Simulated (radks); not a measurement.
Polarisability of the tellurium ion Te6+, [Kr] 4d10, at imaginary frequency. All-electron calculation, non-relativistic Kohn-Sham, LDA (Slater exchange, Perdew-Wang correlation), spin-polarised, spherical densities, point nucleus; relativity is left out, which matters for an element this heavy. Program: a radial shooting solver on a logarithmic mesh with Libxc functionals. Response by self-consistent Sternheimer equations with the Hartree and adiabatic LDA kernel.

w (hartree)  alpha1(iw) (bohr^3)  alpha2(iw) (bohr^5)
0.00266                    1.303                1.804
0.0143                     1.303                1.804
0.0360                     1.303                1.804
0.0697                     1.303                1.802
0.118                      1.301                1.800
0.186                      1.298                1.793
0.280                      1.291                1.779
0.413                      1.276                1.751
0.605                      1.247                1.698
0.892                      1.188                1.599
1.35                       1.073                1.432
2.12                      0.8657                1.175
3.59                      0.5581               0.8218
6.94                      0.2435               0.4065
17.5                     0.06030              0.09573

Static values: alpha1 = 1.303 bohr^3 (0.1932 angstrom^3; uncoupled 1.913), alpha2 = 1.804 bohr^5, alpha3 = 4.029 bohr^7. C6 = 3.969, C8 = 27.83, triple-dipole C9 = 3.751 atomic units. One-pole (London) frequency 4 C6 / (3 alpha1^2) = 3.114 hartree, against 4.225 for minus the highest occupied eigenvalue. The dipole shielding factor is 0.885, as the force sum rule N/Z = 0.885 demands.
